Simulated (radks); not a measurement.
Values are calculated unless marked as measured or tabulated.
Ta, 73 electrons, occupied as [Xe] 4f14 5d5 (not the ground configuration). Level of theory: Dirac Kohn-Sham, PBEsol, spin-unpolarised, spherical densities, finite nucleus; open shells are shared between the two j in proportion to 2j + 1; Fermi nuclear charge, rms radius 5.3507 fm (a radial shooting solver on a logarithmic mesh with Libxc functionals).

Unscreened Slater integrals over Kohn-Sham orbitals (hartree). Large and small components are both included.

integral            value
F0(5d5/2,5d5/2)   0.35483
F2(5d5/2,5d5/2)   0.16755
F4(5d5/2,5d5/2)   0.10586
F0(5d5/2,5d3/2)   0.36652
F2(5d5/2,5d3/2)   0.17377
G2(5d5/2,5d3/2)   0.17355
G4(5d5/2,5d3/2)   0.10992
F0(5d5/2,4f7/2)   0.49202
F2(5d5/2,4f7/2)  0.093009
F4(5d5/2,4f7/2)  0.041525
G1(5d5/2,4f7/2)  0.036787
G3(5d5/2,4f7/2)  0.030188
G5(5d5/2,4f7/2)  0.023057
F0(5d5/2,4f5/2)   0.49263
F2(5d5/2,4f5/2)  0.091315
F4(5d5/2,4f5/2)  0.040435
G1(5d5/2,4f5/2)  0.034894
G3(5d5/2,4f5/2)  0.028985
G5(5d5/2,4f5/2)  0.022216
F0(5d3/2,5d3/2)   0.37918
F2(5d3/2,5d3/2)   0.18105
F0(5d3/2,4f7/2)   0.52016
F2(5d3/2,4f7/2)   0.10415
G3(5d3/2,4f7/2)  0.034918
G5(5d3/2,4f7/2)  0.026606
F0(5d3/2,4f5/2)   0.52086
F2(5d3/2,4f5/2)   0.10231
G1(5d3/2,4f5/2)  0.040849
G3(5d3/2,4f5/2)  0.033616
F0(4f7/2,4f7/2)    1.4369
F2(4f7/2,4f7/2)   0.68626
F4(4f7/2,4f7/2)   0.43128
F6(4f7/2,4f7/2)   0.31049
F0(4f7/2,4f5/2)    1.4488
F2(4f7/2,4f5/2)   0.69230
F4(4f7/2,4f5/2)   0.43516
G2(4f7/2,4f5/2)   0.68979
G4(4f7/2,4f5/2)   0.43366
G6(4f7/2,4f5/2)   0.31225
F0(4f5/2,4f5/2)    1.4608
F2(4f5/2,4f5/2)   0.69859
F4(4f5/2,4f5/2)   0.43922
